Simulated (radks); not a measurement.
The numbers below are computed, except where a source is named.
All-electron atom: Cs2+ in [Kr] 4d10 5s2 5p5 (the NIST ground configuration).

Code: a radial shooting solver on a logarithmic mesh with Libxc functionals. Model: Dirac Kohn-Sham, PBE, spin-unpolarised, spherical densities, finite nucleus; open shells fill j = l - 1/2 first; Fermi nuclear charge, rms radius 4.8041 fm.

Energy parts (eV):
| part | energy |
|---|---|
| total | -211949.16 |
| kinetic | 225694.98 |
| electron-nucleus | -514501.12 |
| Hartree | 82086.52 |
| exchange-correlation | -5229.55 |

Orbitals (lengths in bohr, moments of r in powers of bohr):
orbital	occ.	eigenvalue (eV)	<1/r>	<r^4>
1s1/2	2	-35785.63	59.40	2.246e-06
2s1/2	2	-5625.697	13.92	0.0003769
2p1/2	2	-5293.639	13.90	0.0002392
2p3/2	4	-4941.370	12.73	0.0002913
3s1/2	2	-1183.025	4.989	0.01584
3p1/2	2	-1044.287	4.901	0.01496
3p3/2	4	-976.7767	4.611	0.01739
3d3/2	4	-732.9765	4.470	0.01380
3d5/2	6	-718.6441	4.396	0.01446
4s1/2	2	-236.9014	2.035	0.4342
4p1/2	2	-187.1025	1.928	0.5265
4p3/2	4	-173.3253	1.834	0.6113
4d3/2	4	-92.3326	1.600	1.068
4d5/2	6	-90.0430	1.577	1.123
4f5/2	0	-7.4237	0.7254	124.5
4f7/2	0	-7.3304	0.7134	132.6
5s1/2	2	-42.5156	0.7719	15.75
5p1/2	2	-29.9562	0.6734	27.24
5p3/2	3	-28.1456	0.6431	31.90
6s1/2	0	-11.8958	0.3162	470.2

The highest occupied level is 5p3/2 at -28.146 eV. The electron density at the nucleus is 2.962e+05 e/bohr^3.
